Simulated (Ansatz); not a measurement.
The same path of a periodic cell of 32 atoms, BH$_{11}$C$_{20}$ (surface C(100)-2x1, underside capped with H, adsorbate BH3, already come apart at the first end) was run twice with different band settings. Lost on the way: C26–H31, C28–B29, B29–H30. Made: C26–B29, C28–H30, B29–H31.

Computed with DFT PBE, scalar-relativistic, plane waves, PAW (Ansatz). Settings: PAW set soft_1, cutoff 420 eV, k mesh 3x3x1, gaussian smearing 0.02 eV, no spin polarisation.

Relaxed end points:

```xyz
32
Lattice="5.0487 0.0000 0.0000 0.0000 5.0487 0.0000 0.0000 0.0000 15.1647" Properties=species:S:1:pos:R:3
H 2.160 0.000 1.000
H 0.365 0.000 1.000
H 4.684 0.000 1.000
H 2.889 0.000 1.000
H 2.160 2.524 1.000
H 0.365 2.524 1.000
H 4.684 2.524 1.000
H 2.889 2.524 1.000
C 1.262 0.000 1.635
C 3.787 0.000 1.635
C 1.262 2.524 1.635
C 3.787 2.524 1.635
C 1.262 1.262 2.527
C 3.787 1.262 2.527
C 1.262 3.787 2.527
C 3.787 3.787 2.527
C -0.022 1.262 3.347
C 2.546 1.262 3.347
C 0.000 3.786 3.506
C 2.524 3.786 3.506
C -0.009 0.088 4.347
C 2.534 0.088 4.347
C -0.012 2.439 4.348
C 2.536 2.439 4.348
C 1.262 0.563 5.027
C 3.787 0.430 5.174
C 1.262 1.953 5.006
C 3.787 2.108 5.202
B 3.788 2.535 6.701
H 4.827 2.691 7.285
H 3.787 5.027 6.178
H 2.750 2.666 7.291
```

```xyz
32
Lattice="5.0487 0.0000 0.0000 0.0000 5.0487 0.0000 0.0000 0.0000 15.1647" Properties=species:S:1:pos:R:3
H 2.160 0.000 1.000
H 0.365 0.000 1.000
H 4.684 0.000 1.000
H 2.889 0.000 1.000
H 2.160 2.524 1.000
H 0.365 2.524 1.000
H 4.684 2.524 1.000
H 2.889 2.524 1.000
C 1.262 0.000 1.635
C 3.787 0.000 1.635
C 1.262 2.524 1.635
C 3.787 2.524 1.635
C 1.262 1.262 2.527
C 3.787 1.262 2.527
C 1.262 3.787 2.527
C 3.787 3.787 2.527
C -0.022 1.263 3.347
C 2.546 1.263 3.347
C 0.000 3.788 3.506
C 2.524 3.788 3.506
C -0.012 0.085 4.348
C 2.536 0.085 4.348
C -0.010 2.437 4.348
C 2.534 2.437 4.347
C 1.262 0.571 5.006
C 3.786 0.416 5.202
C 1.262 1.962 5.028
C 3.787 2.096 5.173
B 3.788 5.030 6.700
H 3.784 2.547 6.178
H 4.828 4.900 7.287
H 2.752 4.867 7.287
```

Common settings: climbing image yes; spring 5.0 eV/Å²; optimiser quadratic models (default); end points relaxed; atoms held 1 to 16.

| run | movable images | start path | force threshold | iteration limit |
| --- | --- | --- | --- | --- |
| 1 | 5 | IDPP | 0.03 eV/Å | 67 |
| 2 | 3 | default | 0.2 eV/Å | 43 |

(1) What does each run give, and how far can it be trusted?

Results:

(1) Run 1: converged after 59 iterations, highest image 2.179 eV above the first end. Neighbouring images differ by up to 1.5 eV, so the band resolves the path poorly. By the program's own check the climbing image is of a kind that is not told: the force calls were inconclusive, a negative curvature could not be distinguished from the path's own, the only one lies far off the path, or fixed occupations may fill a level only in part (lowest curvatures found: -4.42 and 0.27 eV/Å²).
Run 2: converged after 11 iterations, highest image 1.959 eV above the first end. The threshold of 0.2 eV/Å is loose, so the images may lie well off the minimum-energy path. Neighbouring images differ by up to 1.2 eV, so the band resolves the path poorly. The order of the stationary point at the top wasn't checked.
Limits of this set-up: thin slab, slab without dipole correction.
